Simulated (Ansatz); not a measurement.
Consider the formal exchange of groups at the Si–C bond: `CC[Si](N)(O)Br` + CH₄ → `C[Si](N)(O)Br` + ethane.

Gas-phase electronic energies from Ansatz, PBE0-D4/def2-TZVP geometries. CCSD(T)/CBS adds triple-zeta CCSD(T) − MP2 to the extrapolated MP2 energy (def2 sets, frozen cores). This one scheme is used for every species. For Br outer-core shells are correlated without core-valence functions, which leaves a few kJ/mol of doubt a bond. Scalar relativity is left out up to krypton. One conformer a species, not always the lowest.

```json
{"level": "MP2/def2-TZVPP", "ΔE (kJ/mol)": "-1.3"}
{"level": "MP2/CBS(def2)", "ΔE (kJ/mol)": "-1.7"}
```

(1) What does CCSD(T)/CBS give? (Estimate.)

Largest T1 diagnostic among the species: 0.009.

## Answers

(1) Computed: -2.9 kJ/mol. The listed levels differ from it by 1.6, 1.2 kJ/mol.

The D4 term adds +6.0 kJ/mol with B3LYP and +3.6 kJ/mol with PBE0; it sums over pairs of atoms, weighted by their polarisabilities, and B3LYP, whose exchange is more repulsive, gets the larger term. In def2-TZVPP, CCSD(T) changes the Hartree–Fock value by +8.7 kJ/mol (the triples alone add +1.4 kJ/mol) and MP2 by +9.9 kJ/mol.

B3LYP here is the variant with VWN-RPA as its local correlation; programs differ in this.
